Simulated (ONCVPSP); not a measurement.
## An all-electron radial function and its pseudo partner (holmium (Ho))

Columns: radius, all-electron u(r) and pseudo u(r) of the 5s shell (level -54.41 eV) of holmium in the configuration [Kr] 4d10 4f10 5s2 5p6 5d1 6s2; PBE, scalar-relativistic, ONCV scheme, ONCVPSP 4.0.1.

```csv
r (bohr),all-electron,pseudo
0.125,0.2157,0.0475
0.250,0.0599,0.1184
0.375,-0.5288,0.2265
0.500,-0.4223,0.3710
0.625,0.0470,0.5389
0.750,0.5144,0.7099
0.875,0.8392,0.8610
1.000,1.0085,0.9696
1.125,1.0561,1.0190
1.250,1.0219,1.0043
1.375,0.9398,0.9356
1.500,0.8346,0.8342
1.625,0.7227,0.7226
1.750,0.6141,0.6140
1.875,0.5145,0.5144
2.000,0.4263,0.4262
2.125,0.3501,0.3500
2.250,0.2855,0.2854
2.375,0.2315,0.2315
2.500,0.1869,0.1869
2.625,0.1503,0.1503
2.750,0.1205,0.1205
2.875,0.0964,0.0964
3.000,0.0769,0.0769
3.125,0.0613,0.0613
3.250,0.0487,0.0487
```

Task: How many radial nodes do the two functions have?

Result: The all-electron 5s function has n − l − 1 = 4 (the table is too coarse to show those close to the nucleus); the pseudo-wave has 0, since the states of the same l below it are removed with the core.

Task: At about which radius was the pseudo-wave matched?

Result: 1.60 bohr, where the columns begin to agree (steps of 0.12 bohr).

Task: Where does each function peak?

Result: Outermost all-electron maximum near 1.12 bohr, pseudo maximum near 1.12 bohr (to the table’s step).

Task: Is the pseudo-wave norm-conserving?

Result: Yes: the ONCV scheme keeps the norm inside the radius equal to the all-electron one, which fixes the energy derivative of the logarithmic derivative at the level.
